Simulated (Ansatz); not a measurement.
Z-matrix (Å, degrees):
```
C
F 1 1.3934
H 1 1.0994 2 106.64
C 1 1.5077 3 109.15 2 -123.64
C 4 1.3370 1 108.46 3 -110.32
H 4 1.0787 5 128.08 1 -176.63
H 5 1.0805 4 126.34 6 -0.41
C 5 1.4794 7 124.18 4 -179.89
C 8 1.3370 5 109.49 7 179.91
H 9 1.0787 8 128.08 5 -179.49
H 8 1.0805 9 126.34 10 0.41
```
Charge 0, multiplicity 1.

Method: frozen-core CCSD(T)/cc-pVTZ // B3LYP-D3(BJ)/def2-TZVP (Ansatz, a program for electronic structure). The restricted HF reference is unstable towards unrestricted orbitals.

| Property | Value |
|---|---|
| HF energy | -291.74027 Ha |
| MP2 correlation energy | -1.04028 Ha |

### Question
Estimate the CCSD correlation energy, the (T) correction, the total energy and the T1 diagnostic.

### Answer

```yaml
CCSD correlation energy: -1.06892 Ha
"(T) correction": -0.04883 Ha
CCSD(T) total energy: -292.85803 Ha
T1 diagnostic: 0.011
```
